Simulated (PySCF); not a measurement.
Compound: C₇H₅F₅O.
Atom-mapped SMILES: `[F:1][C:2]1=[C:3]([O:4][CH:5]([F:6])[F:7])[CH:8]=[CH:9][C:10]([F:11])([F:12])[CH2:13]1` (hydrogens: H14 on C5; H15 on C8; H16 on C9; H17, H18 on C13)

Theory: PBE0-D3(BJ)/def2-SVP geometry optimisation, gas phase in PySCF.

Some entries are withheld. Bonds in one row agree within 0.01 Å.

```tsv
coordinate	value
F1–C2	1.335 Å
C2=C3	?
C3–O4	1.363 Å
O4–C5	1.373 Å
C5–F6	?
C5–F7	?
C3–C8	1.459 Å
C8=C9	1.339 Å
C9–C10	1.496 Å
C10–F11	?
C10–F12	?
C10–C13	1.517 Å
C2–C13	1.486 Å
C5–H14	1.101 Å
C8–H15	1.092 Å
C9–H16	1.091 Å
C13–H17, C13–H18	1.102 Å
F1–C2–C3	122.6°
F1–C2–C13	115.1°
C3–C2–C13	122.1°
C2–C3–O4	127.4°
C2–C3–C8	?
O4–C3–C8	113.8°
C3–O4–C5	120.5°
O4–C5–F6	105.9°
O4–C5–F7	109.9°
F6–C5–F7	108.6°
C3–C8–C9	122.6°
C8–C9–C10	119.7°
C9–C10–F11	110.5°
C9–C10–C13	113.5°
F11–C10–F12	?
F11–C10–C13	?
```

Q: Fill in the missing values.

A: 
- C2=C3 = 1.344 Å, drawn double (vinylic C–F carbon to vinylic carbon bearing oxygen); 0.12 Å below the sum of covalent radii, 1.46 Å.
- C5–F6 = 1.328 Å, drawn single (CHF2 carbon to fluorine of a CF2 group); equal to the sum of covalent radii, 1.33 Å.
- C5–F7 = 1.342 Å, drawn single (CHF2 carbon to fluorine of a CF2 group); 0.01 Å above the sum of covalent radii, 1.33 Å.
- C10–F11 = 1.356 Å, drawn single (CF2 carbon to fluorine of a CF2 group); 0.03 Å above the sum of covalent radii, 1.33 Å.
- C10–F12 = 1.365 Å, drawn single (CF2 carbon to fluorine of a CF2 group); 0.04 Å above the sum of covalent radii, 1.33 Å.
- C2–C3–C8 = 118.8°, at the vinylic carbon bearing oxygen, inside a 6-membered ring; the outer atoms are 2.414 Å apart.
- F11–C10–F12 = 106.0°, at the CF2 carbon; the outer atoms are 2.173 Å apart.
- F11–C10–C13 = 108.8°, at the CF2 carbon; the outer atoms are 2.339 Å apart.

Radii are Cordero's, carbon taken as 0.76, 0.73 or 0.69 Å for four, three, and two or fewer neighbours.

No PBE0-D3(BJ)/def2-SVP frequencies stand behind this structure, so it isn't proved a minimum. The numbers are those of one conformer (C2–C3–O4–C5 27°, C3–O4–C5–F6 175°, C2–C3–C8–C9 8°, C8–C9–C10–F11 -150°, C9–C10–C13–C2 36°, F1–C2–C13–C10 159°).
